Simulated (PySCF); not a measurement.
1,1,1-trifluoropropane (C3H5F3), SMILES CCC(F)(F)F. Atoms are numbered in the order given.

```xyz
11

C     -0.0905    -2.0822     0.0000
C      0.8036    -0.8443     0.0000
C      0.0219     0.4498     0.0000
F     -0.7744     0.5562     1.0852
F      0.8407     1.5206     0.0000
F     -0.7744     0.5562    -1.0852
H     -0.7351    -2.0989    -0.8912
H     -0.7351    -2.0989     0.8912
H      0.5225    -2.9948     0.0000
H      1.4555    -0.8220    -0.8868
H      1.4555    -0.8220     0.8868
```

The structure is a stationary point at TPSSh-D3(BJ)/def2-SVP.

Calculation: TDA-PBE/def2-SVPD (PySCF).

Vertical excitations. Isolated molecule, no solvent. State labels are in the subgroup Cs.

```
state  symmetry  energy (eV)  λ (nm)      f          main pairs
-----  --------  -----------  ------  -----  ------------------
S1           A'         8.75     142  0.003     HOMO→LUMO 100 %
S2           A"         8.88     140  0.000   HOMO−1→LUMO 100 %
S3           A'         9.50     130  0.006    HOMO−2→LUMO 98 %
S4           A"         9.51     130  0.001   HOMO−3→LUMO 100 %
S5           A'         9.57     130  0.036    HOMO→LUMO+1 98 %
S6           A"         9.71     128  0.032  HOMO−1→LUMO+1 98 %
S7           A"         9.90     125  0.000    HOMO−4→LUMO 98 %
S8           A'         9.92     125  0.031    HOMO→LUMO+2 96 %
S9           A'         9.98     124  0.047    HOMO−5→LUMO 97 %
S10          A"        10.03     124  0.019  HOMO−1→LUMO+2 92 %
T1           A'         8.56     145      0      HOMO→LUMO 99 %
T2           A"         8.66     143      0    HOMO−1→LUMO 99 %
T3           A'         9.26     134      0    HOMO−2→LUMO 98 %
T4           A'         9.40     132      0    HOMO→LUMO+1 96 %
```
Triplets are in the Tamm–Dancoff approximation.
